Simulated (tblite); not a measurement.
H6N3Si2 (doublet state).
Z-matrix (Å and degrees, GFN2-xTB geometry), rows numbered from 1:
```
N 
Si  1  1.6683
N   2  1.7798  1  117.71
Si  3  1.7345  2   97.44  1   108.14
N   4  1.7347  3   83.27  2     8.09
H   1  1.0098  2  121.88  3   -47.07
H   2  1.4453  1  115.39  3  -133.17
H   3  1.0036  2  128.26  1   -49.17
H   4  1.4618  3  115.10  2  -106.41
H   4  1.4567  3  112.86  2   120.11
H   5  1.0036  2  128.19  1    48.59
```

Level: GFN2-xTB in tblite, geometry and Hessian alike; calculated harmonic values, unscaled, isolated species. This tight-binding method is rough: wavenumbers can miss measured ones by several per cent, in bad cases by 10 to 20. Modes of hydrogen on silicon can be 10 to 20 % off. One conformer, not necessarily the lowest. Open shells enter through the occupations alone, without spin polarisation, and single modes of such species can be off by tens of per cent.

Harmonic wavenumbers (cm⁻¹): 124.3, 126.4, 219.3, 269.7, 363.9, 413.7, 418.0, 445.0, 524.8, 542.7, 563.7, 608.6, 704.6, 741.3, 742.3, 780.6, 799.6, 886.8, 1030.9, 1032.1, 1065.8, 2243.4, 2301.8, 2391.1, 3424.5, 3513.8, 3521.8.

A = 7135, B = 2415, C = 2185 MHz; mass 104.010 u (most abundant isotopes); point group Cs, symmetry number 1; spin multiplicity 2.

Question: Zero-point energy?

Answer: ½Σν̃ = 14900 cm⁻¹ = 178.25 kJ/mol.

Question: Entropy at 298.15 K, 1 bar (ideal gas, RRHO, classical rotation)?

Answer: Translation 166.78, rotation 111.08, vibration 71.43, spin (R ln 2) 5.76: S = 355.0 J/(mol K).

Question: And Cp and H(298.15 K) − H(0)?

Answer: Cp = 128.85 J/(mol K), of which vibrations give 95.59 (their classical limit is 27 R = 224.5); H(298.15 K) − H(0) = 22.84 kJ/mol without the zero-point energy, 12.93 from vibrations.

Question: What must be added to the electronic energy to get the Gibbs energy at 298.15 K and 1 bar?

Answer: ZPE + [H(298.15 K) − H(0)] − T·S = 178.25 + 22.84 − 105.86 = 95.23 kJ/mol.

Question: Which modes carry the vibrational entropy at 298.15 K?

Answer: 124.3 cm⁻¹: 12.69; 126.4 cm⁻¹: 12.55; 219.3 cm⁻¹: 8.22; 269.7 cm⁻¹: 6.69; 363.9 cm⁻¹: 4.62; 413.7 cm⁻¹: 3.82 J/(mol K); the other 21 give 22.83 together.

Question: How do the functions run with temperature in this model?

Answer: 
```csv
T (K),S (J/(mol K)),Cp (J/(mol K)),H − H(0) (kJ/mol),G − H(0) (kJ/mol),ln q(vib)
100,259.4,56.7,4.17,-21.77,0.44
200,310.4,95.5,11.75,-50.32,1.75
300,355.8,129.4,23.08,-83.67,3.41
500,432.6,169.6,53.47,-162.83,6.99
800,519.4,198.6,109.19,-306.30,11.99
1000,565.0,210.7,150.18,-414.86,14.94
```

q(vib) and H(0) count from the zero-point level.

Hindered rotation and anharmonicity are outside this model. Other conformers, if any are populated, would add a mixing term that is left out.
